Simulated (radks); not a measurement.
The bromine anion Br-, [Kr], held by a Watson sphere: a shell of charge +1 at radius R that stands for the Madelung well of a crystal (potential energy -1/R inside, -1/r outside, in hartree with lengths in bohr). All-electron calculation, scalar-relativistic Kohn-Sham, LDA (Slater exchange, Perdew-Wang correlation), spin-polarised, spherical densities, finite nucleus; Fermi nuclear charge, rms radius of each element as measured or else 0.836 A^(1/3) + 0.57 fm. Program: a radial shooting solver on a logarithmic mesh with Libxc functionals. Response by self-consistent Sternheimer equations with the Hartree and adiabatic LDA kernel, the relativistic mass of each level held fixed and spin-orbit coupling left out. The sphere does not respond.

R (bohr),e(3d) (eV),e(4s) (eV),e(4p) (eV),<r> 4p (bohr),sum of <r^2> (bohr^2),X-ray form factor at sin(theta)/lambda = 0.2 1/angstrom,alpha (bohr^3)
2.41,-65.653,-20.170,-8.241,2.146,46.79,27.860,25.88
2.44,-65.624,-20.120,-8.203,2.150,46.92,27.854,26.12
2.45,-65.614,-20.103,-8.190,2.151,46.96,27.852,26.20
2.52,-65.547,-19.987,-8.098,2.159,47.24,27.840,26.78
2.57,-65.500,-19.906,-8.032,2.165,47.45,27.832,27.19
2.94,-65.144,-19.335,-7.538,2.202,48.81,27.786,30.37
3.91,-64.175,-18.073,-6.322,2.267,51.41,27.740,38.82
4.57,-63.555,-17.379,-5.623,2.292,52.53,27.734,43.97
5.23,-63.005,-16.795,-5.031,2.307,53.29,27.733,48.33
